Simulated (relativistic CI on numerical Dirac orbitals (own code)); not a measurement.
Ir LXXIV: sensitivity of the levels to the model

Base calculation: Dirac-Coulomb-Breit CI, separate exchange-only KLI orbitals for each configuration, model QED (radiative potential, 1s self-energy scaled to tabulated hydrogen-like ionisation energies), unscaled Slater integrals.

CI space (outside the closed core 1s2): 2s², 2s2p, 2p², 2p3s, 2p3p, 2s3s, 2s3p, 2s3d, 2s4s, 2s4p, 2s4d, 2s4f, 3s², 3s3p, 3p². Levels of other configurations are missing.

Variants: (1) P86 correlation estimate; (2) non-relativistic limit; (3) only the first 3 configurations. Shifts of the energy above 2s² ¹S0, in eV, for the lowest level and the first level of each name with at least 55 % of one term (blank where a level changes its place among those of its configuration and J or its character, or is not in the variant):

```
    Level     Base  Δ(1)     Δ(2)  Δ(3)
  2s² ¹S0      0.0   0.0      0.0   0.0
2s2p ³P°0    185.9  -0.2    -54.2   0.0
2s2p ³P°1    221.2  -0.2    -89.6  +0.1
  2p² ³P0    520.8  -0.4   -181.6  +0.3
2s2p ³P°2   1961.8  -0.2  -1830.1  -0.1
2s2p ¹P°1   2057.8  -0.2  -1804.9   0.0
  2p² ³P1   2250.3  -0.4  -1911.2  -0.1
  2p² ¹D2   2268.6  -0.4           +0.2
  2p² ³P2   4040.1  -0.4           +0.1
  2p² ¹S0   4112.6  -0.4  -3641.5  +0.1
 2s3s ³S1  12050.8  +0.9  -1406.5      
 2s3s ¹S0  12087.6  +0.9  -1417.1      
2s3p ³P°1  12137.4  +1.0               
2s3p ³P°0  12137.4  +1.0  -1426.8
```

At this charge energies of transitions that change n are usually good to better than 1 %, and those within a shell (Δn = 0) to a few per cent.

Ionisation energy from the two ground configurations alone: base 21198.4 eV. The NIST ASD value (theoretical) is 21200 eV.

LS names give the leading component of a level, which can be under half, so a name can repeat, a term be missing and a line seem to break the LS rules.
